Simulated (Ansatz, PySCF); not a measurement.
F2Si, charge -1, doublet, at a GFN2-xTB geometry (a state made from the parent by changing its charge; the spin is typed, not shown lowest) (in this run its highest filled SCF level lies above zero, so its values depend strongly on the basis, on diffuse functions most of all). Base run: B3LYP5/def2-SVPD in PySCF.

PySCF was given this input:
```python
from pyscf import gto, scf, dft

mol = gto.M(
    atom='''
Si   -0.042136   -0.020125    0.716169
F     1.184357   -0.749976   -0.510782
F    -1.118812    0.781282   -0.603259
''',
    basis='def2-svpd',
    charge=-1,
    spin=1,
    verbose=4,
)

mf = dft.UKS(mol)
mf.xc = 'b3lyp5'
mf.kernel()
```

The same geometry, method and basis name were run in Ansatz (an electronic-structure program) and PySCF, at each program's defaults and at the settings that a row names. The base is PySCF at its defaults. Differences at the defaults can come from grids, fitting, cores and function types together.

| code and settings | ΔE vs base (µEh) | basis functions | E (Eh) | SCF cycles |
|---|---|---|---|---|
| PySCF, defaults (exact integrals, its default grid, spherical functions) | 0.0 | 70 | -488.93476 | 10 |
| Ansatz, defaults (factorised integrals, its default grid, spherical functions) | 31.2 | 70 | -488.93473 | - |
| PySCF, density fitting with def2-universal-jkfit | -3.6 | 70 | -488.93476 | 10 |
| PySCF, fine grid | 11.2 | 70 | -488.93475 | 10 |
| Ansatz, high accuracy | 9.2 | 70 | -488.93475 | - |

Open shells are given as the SCF converged; they aren't shown to be the lowest states, and a large step between rows can be another state.
